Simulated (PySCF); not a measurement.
## Radial density of Cd+ (cadmium, charge +1)

BHandHLYP, [Kr] 4d10 5s1, 2S determinant. Computed with PySCF 2.14 in x2c-TZVPPall with one added diffuse shell each of s, p, d, f type (9s7p7d3f1g, 95 functions), with scalar relativity by spin-free X2C-1e.

| r (bohr) | 4πr²ρ (e/bohr) | 4πr²(ρα − ρβ) |
| --- | --- | --- |
| 0.0318 | 55.99 | 0.0004 |
| 0.0536 | 56.84 | 0.0032 |
| 0.0901 | 78.17 | 0.0146 |
| 0.152 | 57.50 | -0.0100 |
| 0.255 | 62.00 | 0.0249 |
| 0.429 | 35.61 | 0.0010 |
| 0.721 | 19.18 | 0.0534 |
| 1.21 | 13.46 | 0.0040 |
| 2.04 | 2.602 | 0.4706 |
| 3.43 | 0.3499 | 0.2515 |
| 5.77 | 0.01011 | 0.0099 |
| 9.71 | 3.955e-05 | 0.0000 |

Densities and radii are taken from the X2C orbitals without a picture-change correction, which distorts them close to the nucleus.

(1) Where is the radial spin density 4πr²(ρα − ρβ) most negative, and why is it negative at all?

Answers

(1) Around r = 0.152 bohr, down to -0.0100 e/bohr: exchange with the open shell polarises the paired shells in an unrestricted calculation.
